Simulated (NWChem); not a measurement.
Species: C₃H₂FNS; SMILES c1nc(sc1)F

```xyz
8

F     -0.0054    -2.1063     0.0000
C     -0.1981    -0.7951     0.0000
N     -1.3562    -0.2412     0.0000
C     -1.2009     1.1339     0.0000
C      0.0785     1.6006     0.0000
S      1.1985     0.2618     0.0000
H     -2.0875     1.7569     0.0000
H      0.4280     2.6235     0.0000
```
Atoms are numbered in this order, from 1.

Results from NWChem. Structure relaxed at the B3LYP/6-31G* (spherical d) level. Level: M06-2X/def2-SVP with SMD (1 M gas to 1 M solution), gas-phase geometry.

```csv
solvent,dielectric constant,solvation free energy (kcal/mol),cavity-dispersion-structure term (kcal/mol),dipole in solution (D)
water,78.4,-2.9,1.6,3.46
"N,N-dimethylformamide",37.2,-3.1,1.3,3.44
anisole,4.22,-2.9,0.4,3.23
n-hexane,1.88,-2.5,-0.6,2.97
chlorobenzene,5.70,-3.7,-0.1,3.29
1-octanol,9.86,-3.1,0.9,3.36
cyclohexanone,15.6,-3.1,1.1,3.40
```
